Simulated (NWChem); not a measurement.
System: ZrHF3; SMILES [F][ZrH]([F])[F]

```xyz
5

Zr     0.0000     0.0000    -0.1284
F      1.8124     0.0588     0.4101
F     -0.8553    -1.5990     0.4101
F     -0.9572     1.5402     0.4101
H      0.0000     0.0000    -1.9744
```
Atoms are numbered in this order, from 1.

Program: NWChem. The geometry was optimised at PBE0/def2-SVP. No frequency run checked for a minimum. def2 effective core potentials on Zr; no spin-orbit coupling. Ions are spin-unrestricted doublets at the neutral geometry; other ion states weren't tried.

For level PBE/def2-SVP:

```yaml
vertical ionisation energy, ΔSCF (eV): 11.28
"−ε(HOMO) (eV)": 7.52
```

### Question
How do the values read with level CAM-B3LYP/def2-SVP instead?

### Answer
The vertical ionisation energy, ΔSCF (eV) is 11.77 and the −ε(HOMO) (eV) comes out as 10.43.
